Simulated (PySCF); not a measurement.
A species of formula C7H13NS has this rotational fingerprint, computed with PySCF, PBE0-D3(BJ)/def2-SVP geometry optimisation, gas phase:

```
Rotational constants : A = 1566, B = 1169, C = 899.8 MHz
Dipole components    : |μa| = 1.48 D, |μb| = 2.94 D, |μc| = 0.07 D
Inertial defect      : -193.52 u·Å²
κ                    : -0.19
```

Question: Which candidate fits, each taken in the one conformer that was computed?
A. `[CH3:1][CH2:2][C:3]([CH3:4])([CH3:5])[C@H:6]([SH:7])[C:8]#[N:9]` with C1–C2–C3–C4 -64°, C2–C3–C6–S7 180°, C3–C6–S7–H -75°
B. `[CH3:1][C:2](=[S:3])[NH:4][C@H:5]1[CH2:6][C@H:7]([CH3:8])[CH2:9]1` with C1–C2–N4–C5 -179°, C2–N4–C5–C6 136°, N4–C5–C6–C7 142°, C5–C6–C7–C8 97°, C6–C7–C9–C5 19°, N4–C5–C9–C7 -141°

Answer: A. It is CCC(C)(C)[C@H](S)C#N, an asymmetric top, point group C1. The candidates at the same level (rigid rotor, commonest isotopes):

| SMILES | A (MHz) | B (MHz) | C (MHz) | μa (D) | μb (D) | μc (D) | Δ (u·Å²) | point group | rotor |
| --- | --- | --- | --- | --- | --- | --- | --- | --- | --- |
| CC(=S)N[C@H]1C[C@H](C)C1 | 2873 | 680.8 | 606.2 | 2.01 | 3.93 | 0.04 | -84.49 | C1 | near-prolate asymmetric top |
| CCC(C)(C)[C@H](S)C#N | 1566 | 1169 | 899.8 | 1.48 | 2.94 | 0.07 | -193.52 | C1 | asymmetric top |

`CC(=S)N[C@H]1C[C@H](C)C1` has A 83 % too high. No structure here is proved a minimum.
